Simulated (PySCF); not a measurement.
C2H8GaN, charge +1, doublet, geometry from GFN2-xTB (such geometries of metal compounds can be far from the true shape) (a state made from the parent by changing its charge; the spin is typed, not shown lowest). Base run: PBE/6-31G run with PySCF.

Here is a job for PySCF.
```python
from pyscf import gto, scf, dft, solvent

mol = gto.Mole()
mol.atom = '''
    Ga   -0.01391110    0.00450940   -0.01093122
    C    -1.57068558   -1.37225144   -0.08757970
    H    -1.14272089   -2.31811867   -0.42411623
    H    -2.30865723   -0.98063099   -0.78909875
    H    -1.96929368   -1.45787777    0.92477141
    C     0.18357825    1.82189369   -1.00239704
    H     1.07522965    1.74769598   -1.62731906
    H     0.30146578    2.59081843   -0.23693463
    H    -0.72272065    1.96327707   -1.59293133
    N     1.40033670   -0.45393066    1.10037226
    H     1.49685370   -0.21178544    2.08312928
    H     2.22137463   -0.99350885    0.83862183
'''
mol.basis = '6-31g'
mol.charge = 1
mol.spin = 1
mol.verbose = 3
mol.build()

mf = dft.UKS(mol)
mf.xc = 'pbe'
mf.kernel()
```

Each row names what was changed in the base input (with any setting that the change needs).

```tsv
change	ΔE vs base (kcal/mol)
base	0.000
model = IEF-PCM; solvent = 2-propanol; vdw_scale = 1.0	-68.9
model = IEF-PCM; solvent = 2-propanol; lebedev_order = 41	-56.25
model = IEF-PCM; solvent = 2-propanol; vdw_scale = 1.4	-49.26
model = C-PCM; solvent = 2-propanol	-56.34
model = IEF-PCM; solvent = 2-propanol	-56.25
model = IEF-PCM; solvent = chloroform	-46.36
model = COSMO; solvent = 2-propanol	-54.88
model = ddCOSMO; solvent = 2-propanol	-51.65
model = IEF-PCM; solvent = 2-propanol; vdw_scale = 1.1	-61.40
model = IEF-PCM; solvent = acetonitrile	-57.74
model = SS(V)PE; solvent = 2-propanol	-52.30
```

The base is the gas phase, so ΔE is the electrostatic part of solvation at a fixed geometry, without cavity and dispersion terms.

Open shells are given as the SCF converged; they aren't shown to be the lowest states, and a large step between rows can be another state.
